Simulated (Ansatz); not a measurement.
Ansatz (a program for electronic structure) input:

Ansatz 0.2 input:
```yaml
crystal:
  periodic: [false, false, false]
  atoms:
    - {symbol: B, position_ang: [-0.80708184, 0.23355661, -0.04263948]}
    - {symbol: N, position_ang: [0.70790059, -0.11185525, 0.01263700]}
    - {symbol: H, position_ang: [-1.54209566, -0.74848484, -0.37384746]}
    - {symbol: H, position_ang: [-1.13051212, 1.32525768, -0.32548686]}
    - {symbol: H, position_ang: [-1.51449509, -0.44506862, 0.76568210]}
    - {symbol: H, position_ang: [0.92283706, -1.07938073, 0.26504867]}
    - {symbol: H, position_ang: [1.19131778, 0.49176416, 0.68657754]}
    - {symbol: H, position_ang: [1.15305309, 0.07111606, -0.89323561]}
basis:
  gaussian:
    orbitals: def2-TZVPD
hamiltonian:
  xc: {name: B2GP-PLYP}
total_charge: 1
magnetization: {spin_polarized: true, initial_magnetization: 1}
correlation: {electrons: outside_noble_gas}
```

Predict the final energy.

-82.80477 Eh (B2GP-PLYP/def2-TZVPD). The basis has 128 functions.
